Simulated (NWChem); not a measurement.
System: CH4BF2N; SMILES CNB(F)F

Input file for NWChem:

```
start job
memory heap 200 mb stack 900 mb global 1100 mb
geometry units angstroms
  B      0.195894     0.300945     0.231189
  F      1.234419     0.754695     0.926701
  F     -0.841608     1.123065     0.128351
  N      0.210461    -0.953810    -0.344473
  C     -0.847050    -1.566953    -1.122930
  H      1.026320    -1.535415    -0.232925
  H     -1.190283    -2.487582    -0.642635
  H     -0.494637    -1.802339    -2.127140
  H     -1.679390    -0.871267    -1.191804
end
basis spherical
  * library 6-31g*
end
dft
  xc b3lyp
  iterations 150
end
driver
  maxiter 120
end
task dft optimize
task dft freq
```

The level has its own optimisation; frequencies are unscaled.

Problem. Predict the main results of this run. (B3LYP/6-31G* (spherical d).) Quantities: r B–F (Å); r B–N (Å); r C–N (Å); r H–N (Å); highest harmonic frequency (cm⁻¹); lowest (cm⁻¹); zero-point energy (kcal/mol); dipole (D).

Solution. 
```
Property                           Result
---------------------------------  ------
r B–F (Å)                           1.338
r B–N (Å)                           1.398
r C–N (Å)                           1.455
r H–N (Å)                           1.011
highest harmonic frequency (cm⁻¹)    3613
lowest (cm⁻¹)                         136
zero-point energy (kcal/mol)         41.1
dipole (D)                           2.61
```
